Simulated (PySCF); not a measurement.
O2Si, SMILES [Si](=O)=O.

The structure is a stationary point at ωB97X-D3(BJ)/def2-TZVP.

Vertical ionisation energy (IE) and electron affinity (EA) in eV. Rows of orbital energies are one-electron estimates. Where ΔSCF, EOM or ADC give a negative EA the extra electron is unbound and the value depends on the basis.

```json
[
 {"level": "−ε(HOMO), −ε(LUMO), r2SCAN/def2-TZVPD (PySCF)", "IE": "8.79", "EA": "4.25"},
 {"level": "−ε(HOMO), −ε(LUMO), M06-2X/def2-TZVPD (PySCF)", "IE": "11.61", "EA": "2.67"},
 {"level": "ADC(2)/aug-cc-pVDZ (PySCF)", "IE": "(withheld)", "EA": "(withheld)"}
]
```

Problem. Some entries are withheld; supply them. (The exact figures need the calculation; the answer reports its results.)

Solution. 
- ADC(2)/aug-cc-pVDZ (PySCF), IE: 11.11
- ADC(2)/aug-cc-pVDZ (PySCF), EA: 1.10

Problem. Beyond the first one, list the lowest photoelectron lines from ADC(2)/aug-cc-pVDZ (PySCF) with their pole strengths (two spins summed). (An estimate is asked for; the answer gives what the named calculation found.)

Solution. 12.43 eV (1.66), 12.45 eV (1.69), 12.45 eV (1.69), 14.49 eV (1.66).
